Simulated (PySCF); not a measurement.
A calculated (PBE0, PySCF 2.14, aug-cc-pVTZ, the non-relativistic Hamiltonian (point nucleus)) atom or ion has these occupied shells.

```csv
shell,electrons,orbital energy (eV),"rms radius, mean of both spins (bohr)"
1s α,1,-6442.2,0.0713
1s β,1,-6442.1,0.0713
2s α,1,-774.75,0.306
2s β,1,-772.39,0.306
2p α,3,-666.78,0.275
2p β,3,-664.82,0.275
3s α,1,-116.72,0.915
3s β,1,-110.83,0.915
3p α,3,-85.103,0.970
3p β,3,-78.819,0.970
3d α,4,-34.843,1.18
4s α,1,-23.028,2.65
```

Q: Name the element and its charge.

A: Mn²⁺ (manganese, charge +2), in [Ar] 3d4 4s1, high-spin 6D determinant (an excited configuration).
